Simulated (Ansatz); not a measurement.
Start from `CC(C)[NH][Sn]([Cl])([Cl])[Cl]` and change one atom or group to get `CC(C)[NH][Sn]([Cl])([Cl])[NH]C(C)C`.

Ansatz, PBE0-D4/def2-TZVP geometries, multiplicity 1. Each molecule was computed in one conformer, which needn't be the lowest.

Elements past krypton have def2 core potentials.

```
                                        property  `CC(C)[NH][Sn]([Cl])([Cl])[Cl]`
         HOMO–LUMO gap (ωB97M-V/def2-TZVPP) / eV                             9.78
size of the dipole moment (B3LYP/def2-TZVPP) / D                             3.29
            HOMO–LUMO gap (PBE0/def2-TZVPP) / eV                             5.43
             HOMO energy (B3LYP/def2-TZVPP) / eV                            -7.44
           HOMO energy (ωB97M-V/def2-TZVPP) / eV                            -9.98
           LUMO energy (ωB97M-V/def2-TZVPP) / eV                            -0.20
```

Question: What does the change do to each property? (Estimate.)

Answer: Ansatz gave: 
| property | `CC(C)[NH][Sn]([Cl])([Cl])[NH]C(C)C` | shift |
| --- | --- | --- |
| HOMO–LUMO gap (ωB97M-V/def2-TZVPP) / eV | 10.12 | 0.34 |
| size of the dipole moment (B3LYP/def2-TZVPP) / D | 2.55 | -0.74 |
| HOMO–LUMO gap (PBE0/def2-TZVPP) / eV | 5.86 | 0.43 |
| HOMO energy (B3LYP/def2-TZVPP) / eV | -6.97 | 0.47 |
| HOMO energy (ωB97M-V/def2-TZVPP) / eV | -9.48 | 0.50 |
| LUMO energy (ωB97M-V/def2-TZVPP) / eV | 0.64 | 0.84 |

With PBE0 the HOMO rises by 0.49 eV and the LUMO rises by 0.92 eV, so the gap widens by about 0.43 eV. PBE moves the HOMO by 0.44 eV and ωB97M-V by 0.50 eV. Dipoles are sizes alone; their direction can turn.

B3LYP here is the variant with VWN-RPA as its local correlation; programs differ in this.
